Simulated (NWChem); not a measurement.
Total energies of BeCl$_{2}$

```
Be
Cl 1 1.8144
Cl 1 1.8144 2 180.00
```
Charge 0, spin multiplicity 1.

All runs are NWChem calculations. The geometry was optimised at PBE/def2-SVP, a minimum by its harmonic frequencies.

Basis set: STO-3G (23 functions).

```csv
method,total energy (Ha)
RHF,-923.77008
MP2,-923.80530
B2PLYP,-924.74444
PBE,-924.65318
B3LYP,-925.08903
BHandHLYP,-925.13130
CCSD(T),-923.81492
```

Total energies of different functionals aren't comparable as a measure of quality: only differences taken within one method are. 

The correlated methods keep 11 core orbitals frozen. B3LYP has NWChem's definition, with VWN1-RPA local correlation. The structure started from a generated list of species. No row is a measurement; the coupled-cluster row has its own basis-set and correlation limits.
